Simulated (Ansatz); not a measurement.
Ansatz (a first-principles code) input (CCSD(T)/def2-SVPD):

Ansatz 0.2 input:
```yaml
crystal:
  periodic: [false, false, false]
  atoms:
    - {symbol: Ge, position_ang: [-0.00000000, -0.00000000, -0.67615959]}
    - {symbol: S, position_ang: [0.00000000, 0.00000000, 1.35231918]}
basis:
  gaussian:
    orbitals: def2-SVPD
magnetization: {spin_polarized: false}
correlation: {method: ccsd_t, electrons: outside_noble_gas}
output: {forces: true}
```

End of the output:

```
integrals: 0.04 GiB planned
613 factors; integrals over basis functions are off by at most 6.0e-4 eV
mean field: 0.19 GiB planned
mean field evaluation 1: about -67279.7706 eV, gradient 2.0e1 eV
mean field evaluation 2: about -67279.7842 eV, gradient 2.0e1 eV
mean field evaluation 4: about -67281.4425 eV, gradient 1.7e0 eV
mean field evaluation 8: about -67281.4562 eV, gradient 1.5e-1 eV
mean field evaluation 16: about -67280.3986 eV, gradient 1.8e1 eV
mean field -67281.45635844 eV, -2472.5479161634 hartree, gradient 2.2e-6 eV, S^2 0.000000; 0 other end points of the search recorded, 0 dependent functions left out
19 core orbitals not correlated
reference -67281.45635844 eV, -2472.5479161634 hartree; 5, 5 occupied and 41, 41 virtual orbitals, 613 factors
densities: 0.12 GiB planned
second order -5.75027735 eV of doubles, -0.00000000 eV of singles
coupled cluster: 0.10 GiB planned
cycle   1  -5.96748516 eV  change   -2.2e-1 eV  update   1.0e-1
cycle   2  -6.18442481 eV  change   -2.2e-1 eV  update   3.5e-2
cycle   3  -6.26591824 eV  change   -8.1e-2 eV  update   2.3e-2
cycle   4  -6.25872548 eV  change    7.2e-3 eV  update   6.3e-3
cycle   5  -6.25885312 eV  change   -1.3e-4 eV  update   2.4e-3
cycle   6  -6.25864473 eV  change    2.1e-4 eV  update   5.6e-4
cycle   7  -6.25861338 eV  change    3.1e-5 eV  update   1.4e-4
cycle   8  -6.25863880 eV  change   -2.5e-5 eV  update   4.7e-5
cycle   9  -6.25862917 eV  change    9.6e-6 eV  update   1.2e-5
cycle  10  -6.25862376 eV  change    5.4e-6 eV  update   3.5e-6
perturbative correction -0.35037494 eV, -0.0128760417 hartree
the calculation of the forces begins
Total energy: -67288.06535714 eV, -2472.7907923860 hartree
Atom 0 at    -0.000000    -0.000000    -0.676160 Å, force     0.000000     0.000000    -0.677094 eV/Å
Atom 1 at     0.000000     0.000000     1.352319 Å, force    -0.000000    -0.000000     0.677094 eV/Å
Dipole moment:     0.000000    -0.000000    -0.411524 e Å
```
